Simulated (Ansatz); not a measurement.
Consider the substitution at a C–O bond: `C[O][Sc]([F])[F]` + `COB(C)O` → `COB(C)OC` + `[OH][Sc]([F])[F]`.

Program: Ansatz. Geometries: PBE0-D4/def2-TZVP. ΔE: electronic, gas phase. CBS: MP2 limit from def2 TZ/QZ plus the TZ coupled-cluster correction, frozen cores. DFT in def2-TZVPP. B3LYP here is the variant with VWN-RPA as its local correlation; programs differ in this. For Sc outer-core shells are correlated without core-valence functions, which leaves a few kJ/mol of doubt a bond. Scalar relativity is left out up to krypton. Each species was taken in one conformer, which may not be the lowest.

`C[O][Sc]([F])[F]`:

Cartesian coordinates in Å:
```
C 1.339 0.325 0.523
O 0.079 0.026 0.022
Sc -1.602 -0.385 -0.626
F -1.846 -0.720 -2.431
F -3.046 -0.480 0.528
H 1.408 0.072 1.587
H 2.115 -0.232 -0.015
H 1.553 1.394 0.413
```

`COB(C)O`:

Z-matrix (Å, degrees):
```
C
O 1 1.408
H 1 1.090 2 107.9
H 1 1.094 2 111.3 3 -119.0
H 1 1.094 2 111.8 3 119.4
B 2 1.368 1 121.9 3 -171.4
O 6 1.364 2 116.5 1 -179.3
C 6 1.569 2 123.9 1 0.9
H 7 0.962 6 111.4 2 -0.0
H 8 1.090 6 111.5 2 -176.8
H 8 1.095 6 111.0 2 62.7
H 8 1.094 6 111.6 2 -55.5
```

`COB(C)OC`:

Z-matrix (Å, degrees):
```
C
O 1 1.408
H 1 1.094 2 111.6
H 1 1.091 2 107.9 3 119.2
H 1 1.094 2 111.5 3 -121.6
B 2 1.367 1 121.7 3 60.6
O 6 1.360 2 117.3 1 180.0
C 6 1.570 2 123.7 1 -0.1
C 7 1.413 6 120.7 2 -0.0
H 8 1.095 6 111.4 2 -59.3
H 8 1.095 6 111.4 2 59.0
H 8 1.090 6 111.5 2 179.9
H 9 1.090 7 107.5 6 -179.9
H 9 1.093 7 111.3 6 60.5
H 9 1.093 7 111.3 6 -60.3
```

`[OH][Sc]([F])[F]`:

```xyz
5

O    -0.880   -0.084    0.950
Sc    0.376    0.035   -0.406
F     1.490    1.503   -0.532
F     0.539   -1.311   -1.660
H    -1.525   -0.144    1.648
```

```json
{"level": "PBE-D4", "ΔE (kJ/mol)": "8.7"}
{"level": "PBE0-D4", "ΔE (kJ/mol)": "7.1"}
{"level": "B3LYP-D4", "ΔE (kJ/mol)": "6.4"}
{"level": "B2PLYP", "ΔE (kJ/mol)": "7.5"}
{"level": "HF/def2-TZVPP", "ΔE (kJ/mol)": "6.1"}
{"level": "SCS-MP2/def2-QZVPP", "ΔE (kJ/mol)": "5.2"}
{"level": "HF/CBS(def2)", "ΔE (kJ/mol)": "6.4"}
{"level": "CCSD/CBS(def2)", "ΔE (kJ/mol)": "4.8"}
```

Q: What does CCSD(T)/CBS give? (Best estimate.)

A: The calculation gave: +5.0 kJ/mol. The listed levels differ from it by 3.7, 2.1, 1.4, 2.5, 1.1, 0.2, 1.4, -0.2 kJ/mol.

Largest T1 diagnostic among the species: 0.017.
